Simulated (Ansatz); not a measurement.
La(NH2)3 (LaN₃H₆) was relaxed with r2SCAN-D4 (def2-SVP) in Ansatz in these states: charge +1 doublet, neutral singlet. The geometries follow in no particular order.

In the def2 sets La takes a core potential; there is no spin–orbit coupling.

A:

Cartesian coordinates in Å:
```
La -0.194 0.151 -0.347
N 1.894 1.109 -0.647
H 2.708 0.693 -1.109
H 2.231 1.999 -0.271
N -1.565 1.065 1.282
H -2.377 0.629 1.727
H -1.439 1.951 1.778
N -0.397 -2.119 -0.757
H 0.279 -2.732 -1.222
H -1.140 -2.745 -0.434
```

B:

```xyz
10

La   -0.010    0.002   -0.008
N     1.256    1.685   -1.045
H     1.900    1.587   -1.839
H     1.293    2.683   -0.803
N    -1.391    0.528    1.816
H    -1.983   -0.112    2.359
H    -1.533    1.447    2.251
N     0.130   -2.212   -0.775
H     0.697   -2.573   -1.550
H    -0.359   -3.036   -0.405
```

Problem. Judge from the bond lengths which geometry belongs to which state (an estimate).

Solution. A is the neutral singlet (La1–N8 2.317 Å, La1–N5 2.317 Å, La1–N2 2.317 Å); B is the charge +1 doublet (La1–N8 2.347 Å, La1–N5 2.347 Å, La1–N2 2.348 Å).
